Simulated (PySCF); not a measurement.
C2H6O2Te, SMILES [Te](OC)OC. The structure is a stationary point at PBE0-D3(BJ)/def2-SVP. The def2 effective core potentials stand for the cores of Te; spin–orbit coupling is left out. One conformer was computed; it need not be the lowest.

Problem. Give the equilibrium geometry at PBE0-D3(BJ)/def2-SVP (PySCF confirms it by a frequency run) as Cartesian coordinates in Å, and its point group. (An estimate is asked for; the answer gives what the named calculation found.)

Solution. This is not unique; one that fits is point group C2.
```xyz
11

Te     0.0000     0.0000     0.6788
O     -1.3389     0.6600    -0.6321
C     -2.0908    -0.3041    -1.3308
H     -2.6887    -0.9461    -0.6586
H     -2.7802     0.2436    -1.9934
H     -1.4537    -0.9551    -1.9546
O      1.3389    -0.6600    -0.6321
C      2.0908     0.3041    -1.3308
H      2.6887     0.9461    -0.6586
H      2.7802    -0.2436    -1.9934
H      1.4537     0.9551    -1.9546
```
